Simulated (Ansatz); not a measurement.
CH$_{8}$N$_{2}$Si (`NC[SiH2]N`) from Hartree–Fock to CCSD(T)

Z-matrix (Å, degrees):
```
C
Si 1 1.879
N 1 1.464 2 108.4
H 1 1.101 2 111.2 3 -127.1
H 1 1.095 2 106.9 3 116.8
N 2 1.718 1 106.2 3 -58.5
H 2 1.500 1 107.4 3 65.2
H 2 1.489 1 112.0 3 -177.9
H 3 1.012 1 111.3 2 174.2
H 3 1.013 1 110.5 2 -67.3
H 6 1.007 2 121.3 1 -179.0
H 6 1.010 2 115.6 1 41.2
```

The species carries charge 0 and has multiplicity 1. The structure was optimised at the PBE0-D4/def2-TZVP level. It is one conformer, not always the lowest. Frozen core, restricted reference, the Gaussian-basis code of Ansatz. CBS rows extrapolate triple and quadruple zeta; past MP2 they add the triple-zeta difference.

| basis | HF (Eh) | MP2 corr. |
| --- | --- | --- |
| def2-TZVPP | -440.45401 | -0.73643 |
| def2-QZVPP | -440.47098 | -0.78814 |

Task: Estimate the CCSD correlation energy and the (T) correction in each basis where they were run (hartree).

Result: 
```tsv
basis	CCSD corr.	(T)
def2-TZVPP	-0.78015	-0.02883
CBS(def2)	-0.87015	as TZ
```
